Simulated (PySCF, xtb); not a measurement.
GeF2ClBr, SMILES [Ge]([Br])([Cl])([F])[F].

Harmonic wavenumbers (cm⁻¹) from GFN2-xTB (xtb) at its own minimum, in rising order: 91, 117, 130, 161, 176, 276, 390, 462, 470.

**Question.** What does PBE0-D3(BJ)/def2-SVP run with PySCF give at its own minimum? (Estimate from the structure and the level; the computed values follow.)

**Answer.** 116, 152, 184, 219, 237, 340, 469, 746, 772. Paired by order, the mean absolute difference is 107 cm⁻¹ and the zero-point energies are 3.2 and 4.6 kcal/mol.
